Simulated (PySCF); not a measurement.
CH5N2S, SMILES NC([NH3+])=S, charge +1. The structure is a stationary point at B3LYP-D3(BJ)/def2-SVP. The isomer is the one that the SMILES or the coordinates give; other isomers of the formula were not compared. Other conformers were not sampled.

Method: B3LYP-D3(BJ)/def2-SVP in PySCF 2.14.0.

Harmonic wavenumbers (cm⁻¹): 145, 317, 381, 435, 518, 593, 657, 895, 987, 994, 1197, 1433, 1509, 1574, 1603, 1649, 3334, 3431, 3438, 3542, 3660. Rotational constants (GHz): 9.399, 4.880, 3.271; symmetry number 1.

Problem. Work out the zero-point energy and the ideal-gas rigid-rotor harmonic-oscillator thermochemistry at 298.15 K and 1 atm.

Solution. ZPE = ½ Σ hcν = ½ × 32292 cm⁻¹ = 46.16 kcal/mol. H − E(el) = 50.00 kcal/mol. Entropy in cal/(mol K): translation 38.94, rotation 25.17, vibration 7.81, total 71.93. G − E(el) = 28.55 kcal/mol. Cp = 19.39 cal/(mol K). Modes under 150 cm⁻¹ make the vibrational entropy uncertain.
